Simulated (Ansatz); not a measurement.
System: C$_{2}$H$_{3}$O, charge 0, multiplicity 2. It need not be the lowest isomer of its formula. 
Coordinates optimised at B3LYP-D3(BJ)/def2-TZVP (Ansatz, a program for electronic structure):
```xyz
6

C     -0.7662     0.7404     0.6742
C      0.1482     0.3359    -0.1693
O      0.5242    -0.9506    -0.4252
H     -1.2062     1.6558     1.0216
H      0.7227     1.0337    -0.7766
H     -0.0025    -1.5432     0.1277
```
Charge 0, spin multiplicity 2.

Parts of the frozen-core correlation energy in 6-31G* (Ansatz, hartree). Frozen orbitals: 3; correlated occupied orbitals by spin: 9 and 8; virtual: 39 and 40. UHF or UKS for open shells. No spin-orbit coupling. No relativistic terms.

| term | value |
|---|---|
| reference (HF) | -152.24152 |
| MP2 opposite-spin | -0.29110 |
| MP2 same-spin | -0.10318 |
| CCSD correlation | -0.42867 |
| (T) | -0.01276 |
| T1 diagnostic | 0.033 |
| largest doubles amplitude | 0.121 |
| <S^2> of the reference | 0.931 |
